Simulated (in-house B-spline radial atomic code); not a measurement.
Values are calculated unless marked as measured or tabulated.
**Building a PAW s channel for Tc, r_c = 2.52 bohr**

Tc, [Kr] 4d5 5s2, non-relativistic LDA (VWN5), spherical and spin-unpolarised, from an all-electron radial atomic-structure program (B-spline basis) (atomic units; all potentials screened as in the neutral atom).

Two all-electron partial waves φ1, φ2 are integrated outwards at E1 = ε(5s) = -0.183637 and E2 = E1 + 1.5 hartree; φ1 is the bound orbital and φ2 has unit norm inside r_c = 2.5185 bohr. Smooth partners are polynomials, r^1(a0 + a1 r² + a2 r⁴ + a3 r⁶), matched to φ and three derivatives at r_c, with no condition on the norm. The local potential is -4.6599 + (1.80644) r² + (-0.290555) r⁴ + (0.0171343) r⁶ inside 2.0797 bohr and the all-electron one outside.

```tsv
wave	φ(r_c)	φ'(r_c)	a0	a1	a2	a3
1	0.5952236	0.1088229	0.02997499	0.1027052	-0.01541118	0.0006855533
2	0.120851	-2.148016	1.284441	-0.1313385	-0.02349747	0.002123639
```

Inside r_c the overlaps are <φi φj> = [[0.25156, 0.43057], [0.43057, 1.00000]] and, for the smooth waves, [[0.25327, 0.56648], [0.56648, 2.29633]]. With χj = (Ej − T − V_local) applied to smooth wave j, the program's quadrature gives the matrix B_ij = <smooth i, χj> as [[0.16515, 1.04735], [0.84348, 6.28489]].

(1) Check the match of the first wave, and find the augmentation charges q_ij.

(2) B isn't symmetric. Show that D_ij = B_ij + Ej q_ij is.

Solving (T + V_local + Σ p D p) ψ = E (1 + Σ p q p) ψ in a sphere of 9 bohr, whose wall lifts the free-atom level a little, gives these levels:

```
all-electron  one projector  two projectors
   -0.182786      -0.765716      -18.175700
    0.104939      -0.182786       -0.182786
    0.475536       0.104946        0.104881
    1.008840       0.473988        0.475313
    1.693340       0.996306        1.008720
```

(3) What does the second projector gain?

Answers

(1) At r_c the four terms are 0.07549, 1.64066, -1.56151, 0.44059, which sum to 0.5952, φ1(r_c) to rounding. q_ij is the all-electron overlap less the smooth one: [[-0.00171, -0.13591], [-0.13591, -1.29633]]. The smooth first wave has a norm of 0.2533 inside r_c against 0.2516, so q11 is negative and must stay small enough for the overlap operator to be positive.

(2) Integrating by parts gives B12 − B21 = (E1 − E2) q12: 1.04735 − (0.84348) = 0.20387, and −1.5 × (-0.13591) = 0.20387. So D12 = 1.04735 + (1.316363)(-0.13591) = 0.86844 and D21 = 0.84348 + (-0.183637)(-0.13591) = 0.86844; D11 = 0.16547, D22 = 4.57845. The projectors, p = (B⁻¹)ᵀ χ, are dual to the smooth waves; det B = 0.15.

(3) With one projector a ghost lies below the reference level, so the set fails. With two a ghost lies below the reference level, so the set fails. The lowest eigenvalue of the overlap operator is 0.9792 with one and 0.01672 with two projectors. The smooth orbital alone needs a cutoff of 2.98 hartree for 1 millihartree of kinetic energy, against 5.38 for a norm-conserving Troullier-Martins orbital of the same radius, which is no gain while the set fails.
